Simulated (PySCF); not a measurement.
Hg²⁺: excitation energy

Hg²⁺ [Xe] 4f14 5d10 (1S) → Hg²⁺ [Xe] 4f14 5d9 6s1 (3D), as a difference of total energies. Computed with PySCF 2.14 in def2-TZVPPD with the def2 core potential (60 electrons) (6s6p3d2f1g, 62 functions), with a scalar-relativistic core potential. Correlated levels: valence: 5s2 5p6 frozen. The calculations carry no spin-orbit coupling.

```tsv
method	excitation energy (cm⁻¹)
UHF	47639
MP2 (valence)	51060
SCS-MP2 (valence)	51651
CCSD (valence)	50287
CCSD(T) (valence)	50419
```
